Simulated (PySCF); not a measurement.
InI2, SMILES [I][In][I], multiplicity 2.

Geometry optimised at B3LYP-D3(BJ)/def2-SVP. The spin state was assumed, not searched. The isomer is the one that the SMILES or the coordinates give; other isomers of the formula were not compared. The def2 effective core potentials stand for the cores of I, In; spin–orbit coupling is left out.

Method: TDA-B3LYP/def2-SVPD run with PySCF.

Vertical excitations. The molecule is in vacuum.

```csv
state,energy (eV),λ (nm),f,main pairs
root 1,1.48,838,0.001,β HOMO→LUMO 99 %
root 2,1.55,798,0.000,β HOMO−1→LUMO 100 %
root 3,1.79,693,0.001,β HOMO−3→LUMO 99 %
root 4,1.81,684,0.005,β HOMO−2→LUMO 99 %
root 5,2.92,425,0.126,β HOMO−4→LUMO 86 %
root 6,3.00,413,0.013,α HOMO→LUMO 98 %
root 7,3.96,313,0.000,α HOMO−1→LUMO 96 %
root 8,3.97,313,0.037,"α HOMO→LUMO+1 90 %, β HOMO−5→LUMO 8 %"
root 9,4.00,310,0.005,"α HOMO−2→LUMO 62 %, β HOMO−1→LUMO+1 36 %"
root 10,4.13,300,0.000,β HOMO→LUMO+1 96 %
```
Unrestricted roots are not spin-pure.
